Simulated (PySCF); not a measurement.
B(H)(Me)(NMe2) (C3H10BN), SMILES CBN(C)C. Atoms are numbered in the order given.

```xyz
15

B      0.7852     0.7461     0.0000
H      1.9956     0.6387     0.0000
C      0.0878     2.1647     0.0000
H      0.8185     2.9857     0.0000
H     -0.5600     2.3004    -0.8836
H     -0.5600     2.3004     0.8836
N      0.0672    -0.4571     0.0000
C     -1.3730    -0.5407     0.0000
C      0.7118    -1.7484     0.0000
H     -1.7417    -1.0838     0.8893
H     -1.7417    -1.0838    -0.8893
H     -1.8220     0.4596     0.0000
H      0.4270    -2.3393    -0.8898
H      0.4270    -2.3393     0.8898
H      1.8016    -1.6226     0.0000
```
Charge 0, spin multiplicity 1.

Geometry optimised at PBE0-D3(BJ)/def2-SVP. The geometry has at least one imaginary mode, so it is a saddle point at that level. Other conformers were not sampled.

Calculation: PySCF with PBE/pcSseg-1.

GIAO shieldings, no solvent; atoms listed in one row are averaged. δ = σ(ref) − σ: ¹¹B against BF3 (σ = 83.9 ppm); ¹H against TMS (σ = 31.49 ppm); ¹³C against TMS (σ = 182.0 ppm); ¹⁵N against NH3 (σ = 267.0 ppm), references at their B3LYP-D3(BJ)/def2-TZVP geometries, non-relativistic.

Computed chemical shifts:
```
nucleus          atoms  count  δ (ppm)
-------  -------------  -----  -------
¹¹B                 B1      1     29.4
¹H                  H2      1     5.39
¹H       H13, H14, H15      3     3.28
¹H       H10, H11, H12      3     3.00
¹H          H4, H5, H6      3     0.57
¹³C                 C9      1     50.5
¹³C                 C8      1     41.2
¹³C                 C3      1      3.7
¹⁵N                 N7      1    145.2
```
